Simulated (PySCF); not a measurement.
Dipole moment and polarisability of Si(OH)Cl3

Species: Si(OH)Cl3.
Structure used (PBE0-D3(BJ)/def2-SVP), in Å, numbered top down from 1:
```
atom  x, y, z in Å
Si1   -0.0685   -0.1337   -0.2673
O2    -0.0808   -0.0259    1.3633
H3     0.3600    0.7294    1.7664
Cl4    1.8423   -0.1910   -0.9878
Cl5   -1.0030    1.4652   -1.1290
Cl6   -1.0500   -1.8440   -0.7456
```

Level: B3LYP/def2-SVPD (PySCF), static field, nuclei fixed, core orbitals frozen in the response. The polarisability tensor in these axes (au):

```
x   71.40  0.40  0.00
y    0.40 71.62 -0.93
z    0.00 -0.93 61.09
```

Q: What are the eigenvalues, a third of the trace, and Δα (Δα² = ½Σ(αi − αj)² over the three pairs)?

A: Principal values 61.00, 71.12 and 71.97 au; mean 68.03 au = 10.08 Å³ = 11.22 × 10⁻⁴⁰ C²·m²/J; Δα = 10.57 au (16 % of the mean).

Q: What is the dipole moment, and where does it point?

A: (0.62, 1.09, 0.97) D, 1.58 D in size, pointing from the negative to the positive side. Measured along this direction, the outermost atoms are Cl6 at the negative end and H3 at the positive end.

Q: Find the Langevin capture rate constant for NH4+ (18.034 u) meeting this molecule (149.886 u), k = 2.342 × 10⁻⁹ cm³/s × √(α in Å³ / reduced mass in u).

A: The reduced mass is 16.10 u, so k = 1.85 × 10⁻⁹ cm³/s. The formula leaves out the permanent dipole, which adds to the capture rate.

Q: In TDDFT the mean static polarisability is Σ f/ω² over all singlet excitations (ω in hartree). How much of it do the 10 lowest give? Their energies (eV) and oscillator strengths: 7.20, 0.0005; 7.30, 0.0050; 7.50, 0.0241; 7.96, 0.0000; 8.08, 0.0001; 8.15, 0.0473; 8.17, 0.0886; 8.24, 0.0653; 8.37, 0.0214; 8.48, 0.0357.

A: They add up to 3.21 au, 4.7 % of the 68.03 au; the largest single term is 0.98 au, from the state at 8.17 eV. Terms in order: 0.01, 0.07, 0.32, 0.00, 0.00, 0.53, 0.98, 0.71, 0.23, 0.37 au. Higher excitations give the rest. The strengths listed sum to 0.288.

Q: What would n − 1 = 2πNα be for an ideal gas of these molecules at 400 K and 1 atm, electronic part alone?

A: N = p/kT = 1.8347 × 10¹⁹ cm⁻³, so n − 1 = 2π × N × 10.08 × 10⁻²⁴ cm³ = 1162 × 10⁻⁶ at long wavelengths.

Geometry: PBE0-D3(BJ)/def2-SVP; no solvent, vibrations or thermal averaging.
